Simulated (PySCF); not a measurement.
Job file and geometry (Å, from GFN2-xTB) of an NMR shielding run on SMILES BN(BF)CC=C, C₃H₈B₂FN, GIAO PBE0/pcSseg-1 NMR shielding, non-relativistic, gas phase (PySCF 2.14.0, density-fitted response routines); density fitting, a coarse starting grid and PySCF grid level 2 are the driver's defaults:

```
$ OMP_NUM_THREADS=1 python probes_run.py task.json out

{"job": {"kind": "nmr", "xc": "PBE0", "basis": "pcSseg-1"}, "charge": 0, "multiplicity": 1}
B     -1.556767     0.500888     1.177604
N     -0.892387    -0.064873     0.065970
B     -1.088162     0.375906    -1.267294
F     -1.934390     1.360769    -1.520673
C      0.096586    -1.115675     0.286379
C      1.498298    -0.600283     0.458498
C      1.866805     0.665023     0.413780
H     -2.321516     1.364163     1.004794
H     -1.330944     0.082538     2.247664
H     -0.535500    -0.102328    -2.185730
H     -0.174054    -1.683008     1.182580
H      0.088858    -1.811069    -0.560912
H      2.227802    -1.380262     0.633202
H      1.157452     1.457163     0.242956
H      2.893506     0.959038     0.547440
```

Q: What does the program print?

A: 
```
coarse grid: 12544 points
cycle   1  E = -323.0001673761  dE =  7.114e-01  |g| = 5.219e-01  |ddm| = 3.284e+00
cycle   2  E = -322.9712951039  dE =  2.887e-02  |g| = 7.051e-01  |ddm| = 8.643e-01
cycle   3  E = -323.0541036629  dE = -8.281e-02  |g| = 6.701e-02  |ddm| = 5.044e-01
cycle   4  E = -323.0548055919  dE = -7.019e-04  |g| = 3.198e-02  |ddm| = 6.807e-02
cycle   5  E = -323.0550252278  dE = -2.196e-04  |g| = 9.358e-03  |ddm| = 2.815e-02
cycle   6  E = -323.0550435558  dE = -1.833e-05  |g| = 2.905e-03  |ddm| = 7.820e-03
cycle   7  E = -323.0550455338  dE = -1.978e-06  |g| = 4.435e-04  |ddm| = 2.539e-03
final grid: 121616 points
cycle   8  E = -323.0980387907  dE = -5.274e-05  |g| = 7.384e-03  |ddm| = 2.714e-02
cycle   9  E = -323.0980330823  dE =  5.708e-06  |g| = 9.071e-03  |ddm| = 1.338e-02
cycle  10  E = -323.0980522335  dE = -1.915e-05  |g| = 1.349e-03  |ddm| = 7.160e-03
cycle  11  E = -323.0980525971  dE = -3.636e-07  |g| = 2.725e-04  |ddm| = 9.258e-04
cycle  12  E = -323.0980526109  dE = -1.380e-08  |g| = 8.238e-05  |ddm| = 2.211e-04
cycle  13  E = -323.0980526121  dE = -1.148e-09  |g| = 3.063e-05  |ddm| = 7.010e-05
cycle  14  E = -323.0980526122  dE = -1.602e-10  |g| = 6.247e-06  |ddm| = 2.655e-05
converged SCF energy = -323.0980526122

GIAO shielding tensors (ppm)
atom      isotropic    diamagn.    paramagn.     s11        s22        s33       span
  0 B       51.250     196.954    -145.704     10.630     25.060    118.060    107.430
  1 N       91.103     326.219    -235.116    -81.137    120.300    234.147    315.284
  2 B       68.320     195.522    -127.201     45.646     73.018     86.298     40.652
  3 F      245.285     466.552    -221.268     71.658    221.059    443.137    371.479
  4 C      127.485     245.177    -117.691    107.700    118.625    156.132     48.432
  5 C       38.292     257.371    -219.078    -79.908     40.856    153.930    233.838
  6 C       66.090     256.385    -190.295    -47.325     66.646    178.950    226.275
  7 H       25.873      31.281      -5.408     23.594     25.800     28.224      4.629
  8 H       26.508      31.090      -4.582     23.483     26.763     29.279      5.797
  9 H       27.244      30.996      -3.752     24.525     27.612     29.594      5.068
 10 H       27.512      30.230      -2.717     23.571     26.900     32.066      8.495
 11 H       27.484      30.330      -2.846     23.667     27.005     31.782      8.114
 12 H       25.274      30.376      -5.102     24.164     24.383     27.276      3.112
 13 H       26.502      33.514      -7.012     23.422     25.128     30.956      7.535
 14 H       26.093      29.017      -2.923     23.992     25.269     29.020      5.028
```

Size and cost of the density-fitted run: 159 basis functions, 50 s wall time on 1 thread of an Intel Xeon, shared host; peak memory 0.91 GiB.
